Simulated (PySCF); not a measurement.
Compound: C₈H₁₄.
SMILES with atom numbers: `[CH2:1]1[CH2:2][CH2:3][C@H:4]2[CH2:5][CH2:6][C@H:7]2[CH2:8]1`

Cartesian coordinates in Å at the GFN2-xTB level; atoms count from 1:
```
atom  x, y, z in Å
C1     1.8559   -0.5003   -0.1047
C2     1.5188    0.9155   -0.5582
C3     0.5226    1.5470    0.4085
C4    -0.6948    0.6690    0.6614
C5    -1.7752    0.5112   -0.4219
C6    -1.9012   -0.9660   -0.0218
C7    -0.5263   -0.8670    0.6657
C8     0.6121   -1.3753   -0.2180
H9     2.6522   -0.9149   -0.7262
H10    2.2085   -0.4817    0.9288
H11    2.4223    1.5275   -0.5990
H12    1.0961    0.8789   -1.5644
H13    0.1925    2.5178    0.0304
H14    1.0304    1.7189    1.3614
H15   -1.1687    0.9889    1.5935
H16   -1.3779    0.6366   -1.4267
H17   -2.6658    1.1276   -0.3140
H18   -2.7105   -1.1286    0.6877
H19   -1.9864   -1.6907   -0.8297
H20   -0.4557   -1.3149    1.6589
H21    0.8483   -2.4075    0.0500
H22    0.2925   -1.3724   -1.2623
```

Definitions: NICS(0) = −σiso at the ring centroid; NICS(1) = −σiso and NICS(1)zz = −σzz at ±1 Å along the ring normal z. Level: GIAO PBE0/pcSseg-1 (PySCF, non-relativistic, gas phase) on the GFN2-xTB geometry, one conformer.

Ring bond lengths (Å), with Mayer bond orders in brackets: C1–C2 1.524 (1.03), C2–C3 1.525 (1.04), C3–C4 1.522 (1.04), C4–C7 1.545 (0.98), C7–C8 1.528 (0.99), C8–C1 1.525 (1.04); C4–C5 1.538 (0.99), C5–C6 1.536 (1.04), C6–C7 1.540 (1.01), C7–C4 1.545 (0.98).

Task: Give the NICS values of each ring in ppm.

Result: 
| ring | type | NICS(0) | NICS(1), two faces | NICS(1)zz, two faces | rms pucker (Å) | centre to ring atoms, mean (Å) |
| --- | --- | --- | --- | --- | --- | --- |
| C1–C2–C3–C4–C7–C8 | 6-membered carbocycle; formal bonds all single | -2.2 | -1.9 / -2.6 | 3.0 / 0.7 | 0.22 | 1.48 |
| C4–C5–C6–C7 | 4-membered carbocycle; formal bonds all single | -2.0 | -1.2 / -1.6 | 1.7 / 3.5 | 0.12 | 1.08 |

Task: What do they say, and how far can they be read as aromaticity?

Result: 
- C1–C2–C3–C4–C7–C8: mean NICS(1)zz 1.8 ppm, near zero. C1, C2, C3, C4, C7, C8 have four or more neighbours, and the NICS criterion for π rings isn't applied.
- C4–C5–C6–C7: mean NICS(1)zz 2.6 ppm, near zero. C4, C5, C6, C7 have four or more neighbours; no verdict on aromaticity is drawn.

Task: What is the mean of the two in-plane components of NICS at the second NICS(1) probe listed for ring C4–C5–C6–C7, 1 Å off the ring?

Result: The isotropic value is a third of the trace: (3 × -1.6 − (3.5))/2 = -4.2 ppm.

Task: How shielded are the nuclei of the rings and their hydrogens (means over atoms taken as equivalent)?

Result: 
```tsv
atoms	environment	σ isotropic (ppm)
C1 (×2)	ring CH2 carbon	160.7
C3 (×2)	ring CH2 carbon	154.3
C4 (×2)	sp3 carbon at a ring junction	153.5
C5 (×2)	four-membered-ring carbon	161.8
H9 (×2)	methylene hydrogen	30.25
H10 (×2)	methylene hydrogen	30.44
H13 (×2)	methylene hydrogen	30.39
H14 (×2)	methylene hydrogen	30.01
H15 (×2)	methine hydrogen	29.46
H16 (×2)	methylene hydrogen	30.09
H17 (×2)	methylene hydrogen	29.75
```
